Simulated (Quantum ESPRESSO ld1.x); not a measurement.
Values are calculated unless marked as measured or tabulated.
Task: Au66+, 13 electrons, occupied as [Ne] 3s2 3p1. Level of theory: Dirac Kohn-Sham, PBE, spin-unpolarised, spherical densities, point nucleus; open shells fill j = l - 1/2 first (ld1.x of Quantum ESPRESSO 7.5). Some entries of the table are withheld. Estimate them.

orbital  occ.  eigenvalue (hartree)  r(max) (bohr)
1s1/2       2                   (1)          0.010
2s1/2       2              -725.010          0.060
2p1/2       2              -706.349            (2)
2p3/2       4              -636.960            (3)
3s1/2       2              -295.361          0.161
3p1/2       1              -288.673          0.149
3p3/2       0              -269.921          0.161

Result: 
(1) 1s1/2 eigenvalue (hartree): -3177.02
(2) 2p1/2 r(max) (bohr): 0.044
(3) 2p3/2 r(max) (bohr): 0.051
